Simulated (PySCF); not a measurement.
H4SZr, SMILES [SH][ZrH3], multiplicity 1.

The structure is a stationary point at PBE0-D3(BJ)/def2-TZVP. The multiplicity is an assumed one; other spin states were not compared. The def2 effective core potentials stand for the cores of Zr; spin–orbit coupling is left out.

The numbers are results of TDA-CAM-B3LYP/def2-TZVPD in PySCF, not measurements.

Vertical excitations. Gas-phase values at a fixed geometry. State labels are in the subgroup Cs.

```csv
state,symmetry,energy (eV),λ (nm),f,main pairs
S1,A",4.16,298,0.001,"HOMO−2→LUMO 65 %, HOMO→LUMO 22 %, HOMO−1→LUMO+1 10 %"
S2,A',4.37,283,0.001,"HOMO−1→LUMO 52 %, HOMO−2→LUMO+1 31 %"
S3,A",4.38,283,0.000,HOMO−1→LUMO+1 84 %
S4,A",4.60,270,0.002,"HOMO→LUMO 60 %, HOMO−2→LUMO 23 %"
S5,A',4.60,269,0.009,"HOMO−1→LUMO 39 %, HOMO−2→LUMO+1 37 %, HOMO→LUMO+1 15 %"
S6,A',4.90,253,0.011,"HOMO−3→LUMO 62 %, HOMO→LUMO+1 16 %"
S7,A",4.97,249,0.001,"HOMO→LUMO+2 57 %, HOMO−2→LUMO+2 27 %"
S8,A',5.00,248,0.023,"HOMO→LUMO+1 41 %, HOMO−1→LUMO+2 21 %, HOMO−3→LUMO 17 %, HOMO−2→LUMO+1 13 %"
S9,A",5.10,243,0.006,HOMO−3→LUMO+1 74 %
S10,A',5.12,242,0.008,"HOMO−1→LUMO+2 68 %, HOMO−2→LUMO+1 12 %"
T1,A",3.79,327,0,"HOMO−2→LUMO 74 %, HOMO→LUMO 18 %"
T2,A',3.90,318,0,"HOMO−1→LUMO 65 %, HOMO−2→LUMO+1 23 %"
T3,A",3.96,313,0,HOMO−1→LUMO+1 86 %
T4,A',4.00,310,0,"HOMO−2→LUMO+1 43 %, HOMO−1→LUMO 29 %, HOMO→LUMO+1 17 %"
```
Triplets are in the Tamm–Dancoff approximation.
